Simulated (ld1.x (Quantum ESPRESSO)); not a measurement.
# Transferability test, ultrasoft potential for N (Z = 7)

* Element: nitrogen
* Generator: ld1.x (Quantum ESPRESSO) 7.5
* Type: ultrasoft
* Functional: PBE
* Relativity: scalar-relativistic
* Frozen core: [He]
* Valence charge: 5
* Reference configuration: 2s2 2p3
* Partial waves: 2s (bound): rcut 0.75, rcutus 0.95 bohr; 2s channel at -0.3 Ry: rcut 0.75, rcutus 0.95 bohr; 2p (bound): rcut 1.90, rcutus 2.20 bohr; 2p channel at 0.1 Ry: rcut 1.90, rcutus 2.20 bohr
* Local potential: all-electron potential smoothed inside 1.95 bohr (lloc = -1)
* Core correction: a·sin(br)/r model core inside 1.00 bohr
* Augmentation charge: built from norm-conserving waves at rcut, not smoothed further

Energies are relative to the spin-unpolarised reference configuration 2s2 2p3; without spin polarisation the order of configurations can differ from experiment.

Q: Give the all-electron excitation energy and the error of the potential for: 2s2 2p2; 2s2 2p1; 2s2 2p0; 2s1 2p3; 2s1 2p0; 2s2 2p2.5; 2s0 2p5.

A:

| valence configuration | charge | ΔE all-electron (eV) | error AE − PS (meV) |
| --- | --- | --- | --- |
| 2s2 2p2 | +1 | 13.591 | +157 |
| 2s2 2p1 | +2 | 42.445 | -574 |
| 2s2 2p0 | +3 | 89.528 | +1414 |
| 2s1 2p3 | +1 | 25.372 | +125 |
| 2s1 2p0 | +4 | 167.346 | +2341 |
| 2s2 2p2.5 | +0.5 | 5.093 | +6.2 |
| 2s0 2p5 | 0 | 23.041 | +13 |

A Bessel basis up to 400 Ry misses an occupied level by 0.03 Ry, so cutoffs and ghosts were not judged.
